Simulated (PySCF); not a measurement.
C₅H₈O, SMILES C=C(C)CC=O. Coordinates come from a PBE-D3(BJ)/def2-SVP optimisation. Other conformers were not sampled.

Problem. Give the equilibrium geometry at PBE-D3(BJ)/def2-SVP (PySCF confirms it by a frequency run) as a Z-matrix. (An estimate is asked for; the answer gives what the named calculation found.)

Solution. Several could match; the one computed here: 
```
C
C 1 1.3499
H 2 1.1014 1 121.14
H 2 1.1015 3 117.26 1 179.16
C 1 1.5046 2 123.37 3 -0.88
H 5 1.1066 1 111.99 2 -4.00
H 5 1.1110 6 108.82 1 122.94
H 5 1.1115 6 108.37 7 114.84
C 1 1.5202 2 121.30 3 -177.44
H 9 1.1085 1 110.55 2 -19.97
H 9 1.1092 10 110.12 1 123.12
C 9 1.5231 10 109.36 11 119.07
O 12 1.2136 9 124.60 10 -145.16
H 12 1.1336 13 121.34 9 175.73
```
